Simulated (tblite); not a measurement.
Compound: C₃H₈O₂SSi.
Numbering: `[CH3:1][O:2][C:3](=[O:4])[SiH2:5][S:6][CH3:7]` (hydrogens: H8, H9, H10 on C1; H11, H12 on Si5; H13, H14, H15 on C7)

Geometry (GFN2-xTB, Å), atoms numbered from 1 in this order:
```xyz
15
C3H8O2SSi angstrom
C      2.483    1.271    0.789
O      1.597    0.184    1.042
C      0.742   -0.136    0.071
O      0.689    0.443   -0.989
Si    -0.417   -1.568    0.599
S     -2.383   -0.736    0.734
C     -2.556    0.023   -0.919
H      1.918    2.149    0.474
H      3.010    1.463    1.720
H      3.186    1.002   -0.001
H     -0.384   -2.587   -0.447
H     -0.087   -2.012    1.938
H     -3.413    0.685   -0.869
H     -1.660    0.584   -1.165
H     -2.729   -0.757   -1.652
```

Computed values, GFN2-xTB/tblite, gas phase, harmonic and unscaled. Against measured fundamentals such values can be off by several per cent, at times by over 20. Modes of hydrogen on silicon can be 10 to 20 % off. One conformer, not necessarily the lowest.

Harmonic wavenumbers (cm⁻¹): 25.8, 32.8, 70.1, 94.3, 122.9, 163.7, 178.7, 217.1, 295.3, 426.7, 477.6, 518.4, 548.7, 585.6, 690.4, 712.5, 725.7, 798.4, 951.5, 966.0, 982.3, 1116.7, 1130.1, 1158.2, 1325.0, 1381.1, 1440.7, 1446.6, 1454.1, 1460.4, 1722.8, 2283.2, 2397.9, 2980.9, 2991.6, 3039.1, 3048.8, 3050.9, 3065.3.

A = 3313, B = 988.9, C = 879.3 MHz; mass 136.001 u (most abundant isotopes); point group C1, symmetry number 1.

Question: Zero-point energy?

Answer: ½Σν̃ = 23039 cm⁻¹ = 65.87 kcal/mol.

Question: Give the ideal-gas entropy at 298.15 K and 1 bar in the rigid-rotor, harmonic-oscillator model (classical rotation).

Answer: Translation 40.66, rotation 29.10, vibration 35.74: S = 105.5 cal/(mol K).

Question: And Cp and H(298.15 K) − H(0)?

Answer: Cp = 36.88 cal/(mol K), of which vibrations give 28.93 (their classical limit is 39 R = 77.5); H(298.15 K) − H(0) = 7.33 kcal/mol without the zero-point energy, 4.96 from vibrations.

Question: How do the functions run with temperature in this model?

Answer: 
```json
{"T (K)": "50", "S (cal/(mol K))": "62.3", "Cp (cal/(mol K))": "15.9", "H − H(0) (kcal/mol)": "0.59", "G − H(0) (kcal/mol)": "-2.52", "ln q(vib)": "1.40"}
{"T (K)": "100", "S (cal/(mol K))": "75.1", "Cp (cal/(mol K))": "21.3", "H − H(0) (kcal/mol)": "1.53", "G − H(0) (kcal/mol)": "-5.97", "ln q(vib)": "3.33"}
{"T (K)": "373.15", "S (cal/(mol K))": "114.3", "Cp (cal/(mol K))": "42.1", "H − H(0) (kcal/mol)": "10.29", "G − H(0) (kcal/mol)": "-32.38", "ln q(vib)": "11.66"}
{"T (K)": "500", "S (cal/(mol K))": "127.7", "Cp (cal/(mol K))": "49.5", "H − H(0) (kcal/mol)": "16.12", "G − H(0) (kcal/mol)": "-47.75", "ln q(vib)": "14.88"}
{"T (K)": "750", "S (cal/(mol K))": "149.9", "Cp (cal/(mol K))": "59.9", "H − H(0) (kcal/mol)": "29.88", "G − H(0) (kcal/mol)": "-82.55", "ln q(vib)": "20.59"}
{"T (K)": "1000", "S (cal/(mol K))": "168.1", "Cp (cal/(mol K))": "66.8", "H − H(0) (kcal/mol)": "45.76", "G − H(0) (kcal/mol)": "-122.38", "ln q(vib)": "25.64"}
```

q(vib) and H(0) count from the zero-point level.

Question: Which modes carry the vibrational entropy at 298.15 K?

Answer: 25.8 cm⁻¹: 6.13; 32.8 cm⁻¹: 5.65; 70.1 cm⁻¹: 4.15; 94.3 cm⁻¹: 3.57; 122.9 cm⁻¹: 3.05; 163.7 cm⁻¹: 2.51 cal/(mol K); the other 33 give 10.68 together.

Question: What must be added to the electronic energy to get the Gibbs energy at 298.15 K and 1 bar?

Answer: ZPE + [H(298.15 K) − H(0)] − T·S = 65.87 + 7.33 − 31.45 = 41.75 kcal/mol.

Question: Blend soft modes into free rotors: weight 1/[1 + (100 cm⁻¹/ν̃)⁴] for the oscillator and the rest for a rotor with moment μB/(μ + B), μ = h/(8π²ν), B = 10⁻⁴⁴ kg m². What vibrational entropy results?

Answer: 30.89 cal/(mol K) in place of 35.74, which changes −T·S at 298.15 K by +1.45 kcal/mol.

Hindered rotation and anharmonicity are outside this model. Other conformers, if any are populated, would add a mixing term that is left out. The structure is chiral; the term R ln 2 for an equal mix with its mirror image is left out.

Hardware: one thread, Arm Neoverse V2 (aarch64), shared host with 32 logical CPUs at a one-minute load of 23. Cost: 0.42 s. The figure is for the frequency step alone.
